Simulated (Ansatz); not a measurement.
Basis-set extrapolation for C₃AlN₃O₃, SMILES `O=C=[N][Al]([N]=C=O)[N]=C=O` (PBE0-D4/def2-TZVP geometry, frozen core, Ansatz 0.2.0). Multiplicity 1, RHF reference.

```
                      def2-TZVPP   def2-QZVPP
                 HF  -743.900206  -743.928161
    MP2 correlation    -1.734556    -1.863452
CCSD(T) correlation    -1.804882      not run
```

Energies in hartree. Use E(X) = E(∞) + A·exp(−7.88·√X) for Hartree–Fock and E(X) = E(∞) + B·X^(−2.97) for correlation, with X = 3 and 4, and add CCSD(T) minus MP2 of the smaller set to the MP2 limit.

Task: What is the CCSD(T) energy at the basis-set limit?

Result: HF limit: -743.928161 + (-0.027955) × 0.13774 = -743.93201. MP2 limit: -1.863452 + (-0.128896) × 0.74074 = -1.95893. Higher-order term: -1.804882 − (-1.734556) = -0.07033. Total: -745.96127 hartree, 672.6 kJ/mol below CCSD(T)/def2-TZVPP.
